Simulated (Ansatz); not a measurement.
`F[SiH](Br)Br` + CH₃NH₂ → `CN[SiH](F)Br` + HBr  (ligand exchange at the Si–Br bond)

Gas-phase electronic energies from Ansatz, PBE0-D4/def2-TZVP geometries. CCSD(T)/CBS is the MP2 limit (def2-TZVPP, def2-QZVPP) plus CCSD(T) − MP2 in def2-TZVPP, frozen cores. DFT in def2-TZVPP. For Br outer-core shells are correlated without core-valence functions, which leaves a few kJ/mol of doubt a bond. Scalar relativity is left out up to krypton. One conformer a species, not always the lowest.

`F[SiH](Br)Br`:

```xyz
5

F     1.078   -1.098    0.576
Si   -0.033   -0.141   -0.020
Br   -0.834    1.083    1.610
Br    0.890    1.117   -1.557
H    -1.101   -0.961   -0.609
```

CH₃NH₂:

```xyz
7

C    -0.535   -0.118   -0.152
N     0.704    0.205    0.536
H    -0.446   -0.261   -1.239
H    -1.263    0.677    0.020
H    -0.956   -1.033    0.271
H     1.106    1.056    0.166
H     1.390   -0.526    0.398
```

`CN[SiH](F)Br`:

Z-matrix (Å, degrees):
```
C
N 1 1.449
H 1 1.091 2 109.6
H 1 1.093 2 111.1 3 118.4
H 1 1.095 2 112.3 3 -119.8
Si 2 1.682 1 127.8 3 14.6
H 2 1.007 1 114.7 3 -172.2
Br 6 2.213 2 110.5 1 -47.1
F 6 1.594 2 114.1 1 69.7
H 6 1.473 2 109.1 1 -169.6
```

HBr:

Z-matrix (Å, degrees):
```
Br
H 1 1.420
```

```tsv
level	ΔE (kcal/mol)
PBE-D4	4.9
PBE0-D4	4.5
```

(1) What does CCSD(T)/CBS give? (Estimate.)

Largest T1 diagnostic among the species: 0.009.

Answers

(1) The calculation gave: +3.9 kcal/mol. The listed levels differ from it by 1.0, 0.6 kcal/mol.

The D4 term adds −0.9 kcal/mol with B3LYP and −0.6 kcal/mol with PBE0; it sums over pairs of atoms, weighted by their polarisabilities, and B3LYP, whose exchange is more repulsive, gets the larger term.

CCSD(T)/CBS has its own doubt, a few kJ/mol and more with outer-core shells, so smaller differences from it don't rank the levels.

B3LYP here is the variant with VWN-RPA as its local correlation; programs differ in this.
